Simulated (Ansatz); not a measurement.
Wavefunction ladder for C$_{2}$H$_{7}$Sb (`C[CH2][SbH2]`)

```xyz
10

C     0.325    0.814   -0.698
C    -0.826    0.007   -0.129
Sb   -0.270   -1.498    1.331
H    -0.029    1.552   -1.425
H     1.050    0.172   -1.203
H     0.861    1.353    0.088
H    -1.366   -0.528   -0.914
H    -1.555    0.650    0.372
H     0.771   -0.441    2.185
H     1.038   -2.081    0.392
```

Charge 0, multiplicity 1. Correlated methods include outer-core shells of Sb, which these sets cover unevenly. Sb takes the def2 core potential. Geometry: relaxed with PBE0-D4/def2-TZVP. Frozen core, restricted reference, Ansatz.

```json
{"basis": "def2-SVP", "HF (Eh)": "-318.98076", "MP2 corr.": "-0.42101", "CCSD corr.": "-0.47098", "(T)": "-0.01382", "CCSD(T) total": "-319.46556"}
{"basis": "def2-TZVPP", "HF (Eh)": "-319.07879", "MP2 corr.": "-0.72139", "CCSD corr.": "-0.74915", "(T)": "-0.02540", "CCSD(T) total": "-319.85334"}
{"basis": "def2-QZVPP", "HF (Eh)": "-319.08466", "MP2 corr.": "-0.98248", "CCSD corr.": "–", "(T)": "–", "CCSD(T) total": "–"}
```
